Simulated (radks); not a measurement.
Question: All-electron atom: the technetium ion Tc27+ in [Ne] 3s2 3p4 (the NIST ground configuration). Calculated with a radial shooting solver on a logarithmic mesh with Libxc functionals: scalar-relativistic Kohn-Sham, PBE, spin-polarised, spherical densities, finite nucleus; open shells are filled with parallel spins first (spin-orbit coupling, left out, can overturn this in heavy ions); Fermi nuclear charge, rms radius 4.4112 fm. Some entries of the table are withheld. Estimate them.

orbital,occ.,eigenvalue (eV),r(max) (bohr),<1/r> (bohr^-1)
1s up,1,-22167.69,0.02228,44.70
1s down,1,-22164.36,0.02228,44.71
2s up,1,-4238.790,0.1256,10.20
2s down,1,-4236.387,0.1256,10.20
2p up,3,-3937.046,0.1003,9.885
2p down,3,-3933.503,0.1004,9.884
3s up,1,(1),0.3461,(2)
3s down,1,(3),0.3463,(4)
3p up,3,-1465.100,0.3341,3.873
3p down,1,-1454.271,0.3342,3.867
3d up,0,-1334.026,0.2703,3.695
3d down,0,-1324.898,0.2690,3.701
4s up,0,-795.4070,0.7058,2.078
4s down,0,-791.6667,0.7074,2.073

Answer: 
(1) 3s up eigenvalue (eV): -1562.309
(2) 3s up <1/r> (bohr^-1): 4.004
(3) 3s down eigenvalue (eV): -1551.511
(4) 3s down <1/r> (bohr^-1): 3.995
